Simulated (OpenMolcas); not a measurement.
Computed levels of 4f4 in ions with 58 electrons, in cm-1 above 5I4.

```
Program             : OpenMolcas 26.06
Method              : CASSCF
Basis               : ANO-R3
Scalar Hamiltonian  : X2C, finite nucleus
Spin-orbit coupling : state interaction with AMFI integrals over the reference wave functions, term energies averaged over their components
```

Active space for each ion: 4 electrons in 7 orbitals (4f).

```
Level   Nd2+   Sm4+
  5I5   1196   1988
  5I6   2538   4175
  5I7   3992   6492
  5I8   5526   8887
  5F1  14481  18649
  5F2  14897  19269
  5F3  15584  20414
  5S2  16191  21384
  5F4  16416  21680
```

Task: Estimate 5I8, 5F1, 5F2 for Pm3+ from its neighbours Nd2+ and Sm4+.

Result: 5I8 is fine structure, which grows about as the fourth power of a screened charge, so the fourth roots are averaged: ((5526^0.25 + 8887^0.25) / 2)^4 = 7057. The calculation gives 7138, so the estimate is off by -1.1 %.
5F1 is another term, which grows about linearly with the charge: (14481 + 18649) / 2 = 16565. The calculation gives 16693, so the estimate is off by -0.8 %.
5F2 is another term, which grows about linearly with the charge: (14897 + 19269) / 2 = 17083. The calculation gives 17215, so the estimate is off by -0.8 %.

High states are left out of the spin-orbit mixing, which shifts the levels that they would mix with. Without dynamic correlation excited terms often stand tens of per cent too high (terms of higher spin than the ground term too low), and those without a measured partner can miss by more than the paired ones. Only configurations of the active space appear.
